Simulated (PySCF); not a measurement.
Can point charges reproduce the dipole moment of `[H]/N=C(/CC)CC#C[SiH3]`?

Coordinates (GFN2-xTB, Å) and charges (e) from the PBE0/pcSseg-1 density (PySCF):

```tsv
atom	x	y	z	Mulliken	IAO	Hirshfeld	ESP-fitted
C1	-3.122	0.309	0.212	-0.2984	-0.4167	-0.1134	-0.1774
C2	-2.277	0.106	-1.046	-0.1802	-0.2736	-0.0709	+0.0081
C3	-0.853	-0.251	-0.721	-0.0946	+0.1945	+0.1025	+0.4967
N4	-0.450	-1.405	-1.004	-0.3088	-0.4438	-0.2351	-0.8205
C5	-0.037	0.854	-0.062	-0.1112	-0.3218	-0.0560	-0.2610
C6	1.336	0.458	0.160	+0.0564	-0.0036	-0.0249	+0.0059
C7	2.459	0.044	0.310	-0.4717	-0.3682	-0.1707	-0.3393
Si8	4.180	-0.568	0.562	+0.5083	+0.6352	+0.3380	+0.4434
H9	-2.813	1.196	0.761	+0.1116	+0.1318	+0.0374	+0.0218
H10	-3.037	-0.556	0.866	+0.1251	+0.1460	+0.0422	+0.0610
H11	-4.167	0.431	-0.062	+0.1252	+0.1490	+0.0467	+0.0627
H12	-2.298	1.016	-1.651	+0.1232	+0.1367	+0.0420	+0.0005
H13	-2.694	-0.712	-1.633	+0.1372	+0.1618	+0.0454	+0.0385
H14	0.521	-1.599	-0.760	+0.1735	+0.2491	+0.0923	+0.4147
H15	-0.072	1.746	-0.696	+0.1738	+0.1773	+0.0641	+0.1338
H16	-0.501	1.106	0.897	+0.1822	+0.1783	+0.0635	+0.1490
H17	4.308	-1.853	-0.130	-0.0842	-0.1109	-0.0678	-0.0837
H18	4.398	-0.731	2.002	-0.0837	-0.1110	-0.0681	-0.0785
H19	5.110	0.417	0.003	-0.0839	-0.1104	-0.0675	-0.0757
```

Task: What dipole does each set of charges give (1 e·Å = 4.803 D), and what does the density give?

Result: The full density gives (-0.28, 1.90, 0.76) D, 2.07 D in size; dipole vectors point from the negative to the positive end.

```
    scheme     μx    μy    μz  size (D)  share of the full size (%)  angle to the full dipole (°)
  Mulliken  -2.09  2.51  0.82      3.37                         163                            31
       IAO   0.13  1.33  0.63      1.48                          72                            13
 Hirshfeld  -0.36  1.14  0.39      1.26                          61                            10
ESP-fitted  -0.27  1.90  0.77      2.07                         100                             0
```

Task: Which set comes closest?

Result: Length of the difference vector: ESP-fitted 0.02 D, IAO 0.71 D, Hirshfeld 0.85 D, Mulliken 1.92 D. Closest: ESP-fitted. 

Task: What is left for the Hirshfeld atoms' own dipoles?

Result: The shares of the density sum to the whole, so what Σ q r misses lies in dipoles about the nuclei. The atomic dipoles sum to (-0.28, 1.90, 0.76) − (-0.36, 1.14, 0.39) = (0.08, 0.76, 0.37) D, 0.85 D in size.

Task: With the origin at the mean of the coordinates, (-0.001, 0.000, -0.105) Å, which are the largest single terms, by size, of the ESP-fitted dipole along the direction of the full one?

Result: N4 +6.16, H14 -3.55, Si8 -1.78, H16 +1.04, C5 -1.01 D; all 19 atoms together +2.07 D. The single terms depend on the origin, their sum doesn't.

Task: Give the size of the full dipole in other units.

Result: 2.07 D = 0.813 au = 0.430 e·Å = 6.89 × 10⁻³⁰ C·m.

Geometry: GFN2-xTB, one conformer, isolated molecule. GFN2-xTB frequencies show an imaginary mode (22i cm⁻¹), so this geometry is no minimum at that level.

These values come from a run that also computed NMR shieldings. The run took 39 s (with the writing of density and orbital grids) on Arm Neoverse V2, one thread, shared host with 96 logical CPUs at a one-minute load of 47, and the process peaked at 0.87 GiB of memory.

Conformer computed: `[H]/[N:4]=[C:3](/[CH2:2][CH3:1])[CH2:5][C:6]#[C:7][SiH3:8]`: C1–C2–C3–N4 112°, C2–C3–C5–C6 -177°.
